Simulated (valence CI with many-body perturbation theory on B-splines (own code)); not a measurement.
The numbers below are computed, except where a source is named.
**Basis-set convergence for Ga16+**

Level of theory: configuration interaction combined with many-body perturbation theory (CI+MBPT): five valence electrons over a frozen Dirac-Fock core [Ne], a basis of 9 s, 9 p, 8 d, 6 f, 3 g, 1 h functions for each j, with the one-electron correlation potential Σ1 (screened to all orders), the two-electron term Σ2, the three-electron term Σ3, Breit, model QED; selected single and double excitations, second order for the rest, scaled by the run's own slope (own B-spline code, finite nucleus).

No measured levels were compared; by estimate levels of excited configurations hold to 0.05 to 0.15 % of their energy, terms of the ground configuration to about 0.5 %. Among the levels kept, up to 1600 cm⁻¹ of a level comes from second order outside the variational space, and about a tenth of that is noise between levels of different J, which matters for small intervals.

The reference run has the lowest level 3s2 3p3 4S°_3/2 and an ionisation energy of 594.010 eV. Its largest variational space holds 19995 state functions.

Names give the largest LS component (configuration and term), which can be under half, so a name can repeat, a term be missing and a line seem to break the LS rules; names also repeat where a configuration has a term twice. Letters in brackets count levels of one name in rising energy.

Changed runs:
A. basis 6 s, 6 p, 5 d, 3 f, 1 g
B. basis 5 s, 5 p, 4 d, 2 f

Excitation energies of the reference run in cm⁻¹, and shifts in cm⁻¹:

```csv
Level,Reference,A,B
3s2 3p3 2D°_3/2,53242,+182,+677
3s2 3p3 2D°_5/2,67961,+190,+712
3s2 3p3 2P°_1/2,104971,+239,+844
3s2 3p3 2P°_3/2,129103,+213,+768
3s 3p4 4P_5/2,383439,+0.7,+62
3s 3p4 4P_3/2,408307,-10,+32
3s 3p4 4P_1/2,416828,-7.0,+57
3s 3p4 2D_3/2,475911,+158,+513
3s 3p4 2D_5/2,484173,+157,+520
3s2 3p2 3d 2P_3/2 [a],540564,+200,+462
3s 3p4 2S_1/2 [a],546520,+256,+730
3s2 3p2 3d 4F_3/2,572710,+323,+844
Ionisation energy (eV),594.010,-0.025,-0.078
```
